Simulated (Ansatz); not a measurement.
Program: Ansatz. Geometries: PBE0-D4/def2-TZVP. ΔE: electronic, gas phase. CCSD(T)/CBS is the MP2 limit (def2-TZVPP, def2-QZVPP) plus CCSD(T) − MP2 in def2-TZVPP, frozen cores. This one scheme is used for every species. DFT in def2-TZVPP. B3LYP here is the variant with VWN-RPA as its local correlation; programs differ in this. For Ge, Se outer-core shells are correlated without core-valence functions, which leaves a few kJ/mol of doubt a bond. Scalar relativity is left out up to krypton. One conformer a species, not always the lowest.

Consider the ligand exchange at a Ge–Se bond: `[F][GeH]([F])[SeH]` + CH₃OH → `C[O][GeH]([F])[F]` + H₂Se.

```csv
level,ΔE (kcal/mol),difference from CCSD(T)/CBS
PBE0-D4,4.2,2.4
r2SCAN0-D4,2.7,0.9
CAM-B3LYP-D4,0.7,-1.1
ωB97X-V,1.2,-0.6
ωB97M-V,1.9,0.1
B3LYP,2.6,0.8
CAM-B3LYP,0.8,-1.0
HF/def2-SVP,-1.3,-3.1
CCSD(T)/def2-SVP,-2.4,-4.2
CCSD(T)/def2-TZVPP,0.4,-1.4
CCSD(T)/CBS,1.8,0
```

(1) What do rigid-rotor, harmonic-oscillator terms from PBE0-D4/def2-TZVP frequencies (298.15 K, 1 bar) make of the CCSD(T)/CBS value? (Estimate.)

Largest T1 diagnostic among the species: 0.012.

Results:

(1) The calculation gave: ΔZPE = -2.2 kcal/mol, ΔH = -0.3 kcal/mol, ΔS = -11 J/(mol·K), ΔG = +0.5 kcal/mol.

From BLYP to BHLYP (50 % exact exchange), in def2-TZVPP and without D4, ΔE moves by −1.3 kcal/mol. At CCSD(T), def2-SVP lies −4.2 kcal/mol from the extrapolated value and def2-TZVPP −1.4 kcal/mol.
